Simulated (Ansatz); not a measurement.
System: CH4FSi, net charge 0, doublet state. It need not be the lowest isomer of its formula. 
Geometry from a B3LYP-D3(BJ)/def2-TZVP (Ansatz, a first-principles code) optimisation:
SMILES: [CH2][SiH2]F
```xyz
7

C      1.5314     0.3493     0.1484
Si    -0.3005     0.3165     0.1960
F     -0.8377    -0.9993    -0.5586
H      2.1371    -0.5331     0.3238
H      2.0945     1.2586    -0.0293
H     -0.8135     0.2375     1.5832
H     -0.8599     1.5032    -0.4853
```
Charge 0, spin multiplicity 2.

Basis-set convergence of Hartree-Fock and CCSD(T) correlation energies (hartree) with Ansatz. Valence correlation only, unless marked. Open shells are spin-unrestricted. Spin-orbit coupling is left out. Non-relativistic.

```csv
basis,functions,E(HF),"E(corr, CCSD(T))"
def2-SVP,66,-428.38489,-0.44127
def2-TZVPP,160,-428.66912,-0.56530
def2-QZVPP,304,-428.68531,-0.60663
```

Extrapolating the two largest sets (X = 3 and 4) as X^-3: E(corr) = (64·(-0.60663) - 27·(-0.56530))/37 = -0.6368 Eh, an estimate of the basis-set limit. The largest set recovers 95.3 % of it, the smallest 69.3 %.
